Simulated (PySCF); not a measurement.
## Structure from NMR data

Molecular formula: C3H9B. Simulated spectra:

1H NMR (300 MHz, computed): δ 0.74 (s, 9H).

13C{1H} NMR (computed): δ 14.3.

Level of theory: spin–spin couplings from B3LYP/pcJ-1 (spin–dipole term only in couplings to heteroatoms), NMR shieldings at HF/pcSseg-2/GIAO, geometry: PBE0-D3(BJ)/def2-SVP, in PySCF (a single conformation, in vacuum, relativity neglected, rapidly exchanging positions averaged).

Shifts are taken against calculated references (same method and geometry level): 1H, 13C against TMS.

Question: Propose a structure and justify it.

Answer: 
1 carbon signal for 3 carbons: some carbons are equivalent by symmetry or fast rotation. Carbon types of the structure: 3 × CH3, which accounts for all hydrogens. δC 14.3: methyl carbon bonded to B. δH 0.74: hydrogen on a methyl carbon bonded to B.

The compound is trimethylborane (CB(C)C).

A carbon bonded to boron is broadened by the quadrupolar boron nucleus and is often missing from a measured spectrum. Shifts are as computed, not scaled to solution data. Of 1211 compounds with measured shifts, 218 miss one by over three times the rms of a fit or turn the order of signals round; such compounds aren't used in these exercises.
